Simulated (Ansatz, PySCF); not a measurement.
C4H10In, SMILES C[CH2][In+][CH2]C, charge +1. Atoms are numbered in the order given.

```xyz
15

In     0.0000     0.0000    -0.0021
C      0.6899     2.0298    -0.0024
C     -0.4217     3.0713     0.0080
H      1.3334     2.1071    -0.8945
H      1.3462     2.1031     0.8807
H     -1.0563     3.0091     0.9041
H     -1.0692     3.0131    -0.8791
H      0.0315     4.0754     0.0070
C     -0.6899    -2.0298    -0.0024
C      0.4217    -3.0713     0.0080
H     -1.3334    -2.1071    -0.8945
H     -1.3462    -2.1031     0.8807
H      1.0563    -3.0091     0.9041
H      1.0692    -3.0131    -0.8791
H     -0.0315    -4.0754     0.0070
```
Charge +1, spin multiplicity 1.

The structure is a stationary point at PBE0-D3(BJ)/def2-SVP. The spin state was assumed, not searched. The isomer is the one that the SMILES or the coordinates give; other isomers of the formula were not compared. The def2 effective core potentials stand for the cores of In; spin–orbit coupling is left out. The values are those of a single conformer.

Vertical ionisation energy (IE) and electron affinity (EA) in eV. Rows of orbital energies are one-electron estimates. Where ΔSCF, EOM or ADC give a negative EA the extra electron is unbound and the value depends on the basis.

| level | IE | EA |
|---|---|---|
| −ε(HOMO), −ε(LUMO), CAM-B3LYP/def2-TZVP (PySCF) | 13.24 | 5.50 |
| ΔSCF, PBE0/def2-SVPD (Ansatz), final states of multiplicity 2 and 2 | 13.89 | 4.71 |

Problem. What vertical singlet–triplet gap does ΔSCF give with PBE0/def2-SVPD (Ansatz, an electronic-structure program)? (Estimate from the structure and the level; the computed values follow.)

Solution. 4.03 eV (triplet above singlet where positive).
